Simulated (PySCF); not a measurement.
C4H9O, SMILES C1C[OH+]CC1, charge +1. Coordinates come from a PBE-D3(BJ)/def2-SVP optimisation. The isomer is the one that the SMILES or the coordinates give; other isomers of the formula were not compared. Other conformers were not sampled.

These are PBE-D3(BJ)/def2-SVP run with PySCF values and carry that method's errors.

Harmonic wavenumbers (cm⁻¹): 135, 269, 490, 539, 661, 718, 762, 818, 872, 907, 916, 959, 1027, 1081, 1141, 1153, 1185, 1214, 1263, 1269, 1314, 1330, 1344, 1405, 1410, 1428, 1441, 3014, 3020, 3030, 3045, 3081, 3086, 3124, 3127, 3613. Rotational constants (GHz): 6.624, 6.538, 3.760; symmetry number 1.

Question: Work out the zero-point energy and the ideal-gas rigid-rotor harmonic-oscillator thermochemistry at 298.15 K and 1 atm.

Answer: ZPE = ½ Σ hcν = ½ × 55193 cm⁻¹ = 330.13 kJ/mol. H − E(el) = 346.29 kJ/mol. Entropy in J/(mol K): translation 162.27, rotation 104.99, vibration 32.90, total 300.17. G − E(el) = 256.80 kJ/mol. Cp = 90.67 J/(mol K). Modes under 150 cm⁻¹ make the vibrational entropy uncertain.
